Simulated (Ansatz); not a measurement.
A made-up structure of BH$_{2}$SeS (charge -1), closed shell:

```tsv
atom	x (Å)	y (Å)	z (Å)
S1	-0.9887	0.9283	-0.4033
B2	0.5159	0.0864	0.2638
Se3	0.8407	-1.7609	0.2521
H4	1.1653	-3.1505	0.7458
H5	1.2665	0.9198	0.7137
```

It is relaxed with PBE-D4/def2-SVPD and then PBE0-D4/def2-TZVPD (Ansatz 0.2.0). Atoms count as bonded within 1.22 times the sum of their covalent radii (H–H: 0.88 Å). The end point is not checked to be a true minimum.

Task: Does its bonding change? (Judge from chemistry; the calculation decides.)

Result: The calculation gives: No: no bond forms or breaks.

Where it ends: The first stage lowers the energy by 2.04 eV in 10 steps. It ends as BH₂SeS ([S][BH][SeH]), total charge -1:
| atom | x (Å) | y (Å) | z (Å) |
| --- | --- | --- | --- |
| S1 | -0.8125 | 0.9984 | -0.4782 |
| B2 | 0.3937 | 0.0094 | 0.2495 |
| Se3 | 0.3320 | -2.0047 | 0.0562 |
| H4 | 1.5408 | -2.3349 | 0.8354 |
| H5 | 1.3457 | 0.3548 | 0.9090 |

Labels in which every atom is bracketed show which atoms are joined, not bond orders.

For scale, one of the runs: PBE0-D4/def2-TZVPD relaxation, 158 basis functions, launched by `ansatz run in.yaml --threads 2 --pin off --events-out ev --progress --plain --max-ram 4352MiB`. Hardware: 2 CPU threads of an Arm Neoverse V2, shared host. Wall time about 27 s.
